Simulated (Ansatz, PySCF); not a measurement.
Te(SeH)2 (H2Se2Te), SMILES [SeH][Te][SeH].

Coordinates come from a B3LYP-D3(BJ)/def2-SVP optimisation. The structure was generated by enumeration, and PubChem lists no compound with its InChIKey, so it may never have been made. The def2 effective core potentials stand for the cores of Te; spin–orbit coupling is left out. One conformer was computed; it need not be the lowest.

Vertical ionisation energy (IE) and electron affinity (EA) in eV. Rows of orbital energies are one-electron estimates. Where ΔSCF, EOM or ADC give a negative EA the extra electron is unbound and the value depends on the basis.

```tsv
level	IE	EA
−ε(HOMO), −ε(LUMO), CAM-B3LYP/def2-TZVPD (PySCF)	8.03	1.42
−ε(HOMO), −ε(LUMO), PBE/def2-TZVPD (PySCF)	[?]	[?]
ΔSCF, PBE0/def2-SVPD (Ansatz), final states of multiplicity 2 and 2	8.69	0.85
ΔSCF, PBE/def2-SVPD (Ansatz), final states of multiplicity 2 and 2	8.45	0.84
```

**Question.** What belongs in the gaps? (Estimate from the structure and the level; the computed values follow.)

**Answer.** 
- −ε(HOMO), −ε(LUMO), PBE/def2-TZVPD (PySCF), IE: 5.73
- −ε(HOMO), −ε(LUMO), PBE/def2-TZVPD (PySCF), EA: 3.07

**Question.** What vertical singlet–triplet gap does ΔSCF give with PBE0/def2-SVPD (Ansatz, an electronic-structure program) and with PBE/def2-SVPD (Ansatz)? (The exact figures need the calculation; the answer reports its results.)

**Answer.** 2.58 and 2.49 eV (triplet above singlet where positive).
